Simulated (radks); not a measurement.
Neutral neodymium inside a hard spherical wall (all orbitals vanish at R), configuration held at [Xe] 4f4 6s2 and not refilled when levels cross. Calculated with a radial shooting solver on a logarithmic mesh with Libxc functionals: scalar-relativistic Kohn-Sham, LDA (Slater exchange, Perdew-Wang correlation), spin-polarised, spherical densities, finite nucleus; open shells are filled with parallel spins first (spin-orbit coupling, left out, can overturn this in heavy ions); Fermi nuclear charge, rms radius 4.9123 fm. Eigenvalues in eV for spin up, with the zero of energy where the potential of the charges vanishes at infinity; a dash marks a level that is unbound or too diffuse for the functional's potential to be trusted. A positive occupied level is held by the wall or, in an anion where self-interaction has pushed it up, behind a barrier. The pressure on the wall is -dE/dV.

R (bohr) = free: E (hartree) -9616.6640; kinetic (hartree) 10231.514; e(5s) -41.186; e(5p) -22.647; e(6s) -3.706; e(4f) -2.705; e(5d, empty) -2.227; e(6p, empty) -1.309; pressure (GPa) 0
R (bohr) = 15: E (hartree) -9616.6640; kinetic (hartree) 10231.514; e(5s) -41.182; e(5p) -22.643; e(6s) -3.703; e(4f) -2.702; e(5d, empty) -2.224; e(6p, empty) -1.293; pressure (GPa) 0.000296
R (bohr) = 10: E (hartree) -9616.6603; kinetic (hartree) 10231.545; e(5s) -40.972; e(5p) -22.436; e(6s) -3.532; e(4f) -2.494; e(5d, empty) -2.038; e(6p, empty) -0.901; pressure (GPa) 0.0807
R (bohr) = 8: E (hartree) -9616.6409; kinetic (hartree) 10231.660; e(5s) -40.381; e(5p) -21.859; e(6s) -2.955; e(4f) -1.907; e(5d, empty) -1.502; e(6p, empty) 0.133; pressure (GPa) 0.761
R (bohr) = 6: E (hartree) -9616.5225; kinetic (hartree) 10232.178; e(5s) -38.638; e(5p) -20.188; e(6s) -0.509; e(4f) -0.132; e(5d, empty) 0.270; e(6p, empty) 4.002; pressure (GPa) 8.54
R (bohr) = 5: E (hartree) -9616.2926; kinetic (hartree) 10233.067; e(5s) -36.710; e(5p) -18.371; e(6s) 3.366; e(4f) 1.938; e(5d, empty) 2.542; e(6p, empty) 9.640; pressure (GPa) 35.3
R (bohr) = 3.5: E (hartree) -9614.5429; kinetic (hartree) 10239.693; e(5s) -28.575; e(5p) -10.294; e(6s) 26.413; e(4f) 11.543; e(5d, empty) 13.843; e(6p, empty) 39.277; pressure (GPa) 552
R (bohr) = 3: E (hartree) -9612.2797; kinetic (hartree) 10247.857; e(5s) -21.275; e(5p) -2.306; e(6s) 50.779; e(4f) 20.345; e(5d, empty) 25.018; e(6p, empty) 67.973; pressure (GPa) 1760
R (bohr) = 2.5: E (hartree) -9606.6218; kinetic (hartree) 10266.786; e(5s) -6.427; e(5p) 14.862; e(6s) 102.23; e(4f) 36.748; e(5d, empty) 48.388; e(6p, empty) 125.74; pressure (GPa) 6670
